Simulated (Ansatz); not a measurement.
A search over several starts for the lowest SCF solution of ZrTe2 at the given spin, in a small basis.

```yaml
crystal:
  periodic: [false, false, false]
  atoms:
    - {symbol: Zr, position_ang: [0.245117, -0.574604, -1.071538]}
    - {symbol: Te, position_ang: [-1.465457, 1.226822, -0.275232]}
    - {symbol: Te, position_ang: [1.220340, -0.652218, 1.346770]}
basis:
  gaussian: {orbitals: def2-SVP, initial_orbitals: start.molden}
magnetization: {spin_polarized: true, initial_magnetization: 2}
hamiltonian: {xc: pbe0, dispersion: d4}
output: {orbitals: {seedname: orbitals}}
```

The file start.molden holds the orbitals of an earlier run on this structure, at another level or in another basis.

```sh
$ ansatz run in.yaml --threads 4 --pin off --events-out ev --progress --plain --max-ram 3916MiB
```

Output, abridged:

```
Functional definition: PBE0
996 factors; integrals over basis functions are off by at most 2.8e-4 eV
mean field evaluation 1: about -15867.1203 eV, gradient 2.5e1 eV
mean field evaluation 2: about -15867.3240 eV, gradient 5.4e-1 eV
mean field evaluation 4: about -15867.3958 eV, gradient 5.1e-2 eV
mean field evaluation 8: about -15867.3959 eV, gradient 2.1e-5 eV
mean field evaluation 16: about -15867.3922 eV, gradient 4.5e-1 eV
mean field evaluation 32: about -15867.3959 eV, gradient 4.2e-5 eV
mean field -15867.39585331 eV, -583.1160423018 hartree, gradient 2.5e-5 eV, S^2 2.018448; 5 other end points of the search recorded, 0 dependent functions left out
reference -15867.39588342 eV, -583.1160434085 hartree; 31, 29 occupied and 52, 54 virtual orbitals, 996 factors
Total energy: -15867.52772041 eV, -583.1208883285 hartree
```

Hardware: 4 threads of Arm Neoverse V1 on a shared host. Wall time 5 s.

In the def2 sets Te, Zr take a core potential; there is no spin–orbit coupling. At PBE0-D4/def2-TZVP a singlet of charge 0 lies 0.54 eV below the triplet, each at its own geometry. The structure comes from a short search, and lower isomers may exist.
